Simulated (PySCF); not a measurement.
Boron: a sound run and one with changed settings

Sound run: B+ [He] 2s2, B(2+) [He] 2s1. All numbers are calculated (PySCF 2.14, scalar relativity by spin-free X2C-1e, in aug-cc-pVDZ-DK (4s3p2d, 23 functions)). In the sound run the correlated levels freeze 1s2. The sound run starts from symmetry-adapted Hartree-Fock orbitals and uses a fine grid where one is needed.

Changed run: initial guess 1e, at most 50 SCF cycles.

| species | method | sound run (hartree) | changed run (hartree) | converged |
| --- | --- | --- | --- | --- |
| B+ | UHF | -24.24184 | -24.24184 | yes |
| B+ | M06-2X | -24.34923 | -24.34923 | yes |
| B+ | CCSD(T) | -24.30050 | -24.30050 | yes |
| B(2+) | B3LYP | -23.43534 | -23.43534 | yes |

Here the plain start reaches the same solutions.
